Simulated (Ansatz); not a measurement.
Geometry optimisation, Ansatz, RKS BLYP-D4/def2-SVP.

The input (input.yaml):

```yaml
crystal:
  periodic: [false, false, false]
  atoms:
    - { symbol: Ge, position_ang: [-0.036507, 0.049407, -0.978945] }
    - { symbol: O, position_ang: [1.169099, 0.185454, 1.710077] }
    - { symbol: H, position_ang: [0.766437, -0.652145, 2.018888] }
    - { symbol: H, position_ang: [1.835346, -0.120758, 1.039905] }
    - { symbol: Cl, position_ang: [-1.425176, 1.795637, -0.85597] }
    - { symbol: H, position_ang: [-1.0516, -0.992294, -0.230655] }
basis:
  gaussian: { orbitals: def2-SVP }
hamiltonian:
  xc: blyp
  dispersion: d4
relax:
  f_tol: 0.03
  max_steps: 50
```

Launched with:

```bash
$ ansatz run input.yaml --threads 1 --pin off --max-ram 2048MiB --backend cpu --events-out ev --progress --plain --runs-dir out
```

Problem. Where does it end, and by what steps?

Solution. The run converged. After 22 steps the energy has fallen by 0.477 eV; H3 moved furthest, 1.55 Å.

```
step  energy less start (eV)  largest force component (eV/Å)  accepted
   0                  0.0000                           0.908       yes
   1                 -0.0999                           1.430       yes
   2                 -0.1646                           1.999       yes
   3                 -0.2671                           0.452       yes
   4                 -0.2880                           0.275       yes
   5                 -0.2942                           0.147       yes
   6                 -0.2958                           0.111       yes
   7                 -0.2991                           0.037       yes
   8                 -0.3005                           0.148       yes
   9                 -0.3011                           0.338       yes
  10                 -0.3147                           0.149       yes
  11                 -0.3219                           0.197       yes
  12                 -0.3306                           0.800       yes
  13                 -0.3580                           1.018       yes
  14                 -0.3985                           0.993       yes
  15                 -0.4532                           0.079       yes
  16                 -0.4626                           0.237       yes
  17                 -0.4731                           0.048       yes
  18                 -0.4754                           0.097       yes
  19                 -0.4764                           0.040       yes
  20                 -0.4766                           0.032       yes
  21                 -0.4766                           0.068        no
  22                 -0.4767                           0.010       yes
```

```xyz
6
Properties=species:S:1:pos:R:3
Ge 0.147 0.076 -0.977
O 1.271 0.113 1.023
H 0.613 0.758 1.392
H 1.038 -0.730 1.468
Cl -1.336 1.391 0.240
H -0.476 -1.342 -0.444
```

Whether the end is a true minimum wasn't checked by a vibrational analysis.

Run time: 23 s on 1 thread of Intel(R) Xeon(R) 6975P-C (Granite Rapids) (shared host), peak memory 0.16 GiB.
